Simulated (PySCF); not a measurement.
InS₂⁻: bending curve

Level of theory: PySCF, PBE0, basis In def2-TZVPD with ECP28, S def2-TZVPD (scalar-relativistic core potentials, no spin–orbit coupling, density fitting).

Rigid scan from the singlet minimum (In–S 2.242 Å (×2); S–In–S 180.0°). Coordinate: the S–In–S angle, bonds fixed. Energies in kJ/mol from the minimum.

```tsv
bond angle (°)	E (kJ/mol)	dipole size (D, about the centre of mass)
80	309.4	1.29
90	292.9	6.14
100	218.4	5.62
110	162.2	5.11
120	117.5	4.56
130	81.3	3.95
140	52.0	3.26
150	29.3	2.51
160	13.1	1.70
170	3.3	0.86
180	0.0	0.00
```
